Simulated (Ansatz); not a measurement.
CH8AlBSi2 at its PBE0-D4/def2-TZVP geometry, where that method's forces vanish. Total charge 0; spin multiplicity 1. The bonds changed during the relaxation, so this is another structure than the one it started from.

```xyz
13

B     0.5956    0.2095   -1.0968
Si    1.0381   -1.1822    0.2797
C    -0.6616   -1.2118    1.1323
Al   -1.3341    0.2053   -0.0297
Si    0.5757    2.0446   -0.8304
H    -0.3120   -0.1738   -1.8483
H     2.1230   -0.7869    1.2220
H     1.3951   -2.5002   -0.3192
H    -1.1819   -2.1708    1.1430
H    -0.5576   -0.8627    2.1660
H    -2.7905    0.6737   -0.4495
H     1.3510    2.7353    0.2311
H    -0.2409    3.0200   -1.6001
```

**Question.** What forces (eV/Å) does ωB97M-V/def2-TZVPP give on these atoms in Ansatz? (Estimate.)

**Answer.** The calculation gave: 
```
B1  -0.086  0.182 -0.024
Si2  0.136 -0.091  0.009
C3  -0.010  0.002  0.011
Al4 -0.192  0.004 -0.008
Si5  0.020 -0.045 -0.009
H6   0.095  0.033  0.079
H7  -0.115 -0.039 -0.093
H8  -0.039  0.143  0.072
H9   0.042  0.077  0.009
H10 -0.013 -0.035 -0.070
H11  0.166 -0.039  0.049
H12 -0.094 -0.074 -0.118
H13  0.090 -0.118  0.093
```
